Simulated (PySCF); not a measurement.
H6ClNSi2, SMILES [SiH2](Cl)[SiH2]N, CAM-B3LYP/def2-SVP optimised geometry.

```
10

N      1.85    -1.49     0.00
Si     1.12     0.08     0.00
Si    -1.23     0.08     0.00
Cl    -1.89     2.06     0.00
H      1.86    -2.06     0.83
H      1.89    -2.05    -0.84
H      1.56     0.82     1.22
H      1.56     0.81    -1.22
H     -1.80    -0.59    -1.20
H     -1.80    -0.59     1.20
```

Density from CAM-B3LYP/def2-TZVP in PySCF at that geometry.

Minimum of the electron density along straight lines between bonded atoms, close to the bond critical point (lines longer than 1.1 times the sum of covalent radii, or with two minima, are not listed):

| bond | length / Å | ρ at the minimum / e bohr⁻³ | ∇²ρ there / e bohr⁻⁵ | position (fraction from the first atom) |
|---|---|---|---|---|
| N1–Si2 | 1.730 | [?] | 0.53 | 0.60 |
| Si2–Si3 | 2.353 | 0.098 | [?] | 0.42 |
| Si3–Cl4 | 2.087 | 0.093 | [?] | 0.36 |
| N1–H5 | 1.013 | 0.331 | -1.61 | 0.74 |
| N1–H6 | 1.013 | 0.331 | -1.61 | 0.74 |
| Si2–H7 | 1.490 | 0.122 | 0.14 | 0.49 |
| Si2–H8 | 1.489 | 0.122 | 0.14 | 0.49 |
| Si3–H9 | 1.490 | 0.122 | 0.14 | 0.49 |
| Si3–H10 | 1.490 | 0.122 | 0.14 | 0.49 |

Complete the blanks.


- N1–Si2, ρ at the minimum / e bohr⁻³: 0.130
- Si2–Si3, ∇²ρ there / e bohr⁻⁵: -0.20
- Si3–Cl4, ∇²ρ there / e bohr⁻⁵: 0.19
